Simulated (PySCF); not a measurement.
H₂Se, SMILES [SeH2]. The structure is a stationary point at ωB97X-D3(BJ)/def2-TZVPD.

TDDFT-B3LYP/def2-TZVPD run with PySCF 2.14.0 puts the lowest singlet excitations at 5.25, 5.39, 6.76, 6.88, 7.20, 7.82 eV.

Problem. What are the lowest excitation roots from ADC(3)/aug-cc-pVDZ (PySCF)? (An estimate is asked for; the answer gives what the named calculation found.)

Solution. 5.38, 5.55, 7.38, 7.73, 8.18, 8.45 eV. S1 differs by 0.13 eV (second minus first; roots are paired by order, and the bases may differ).
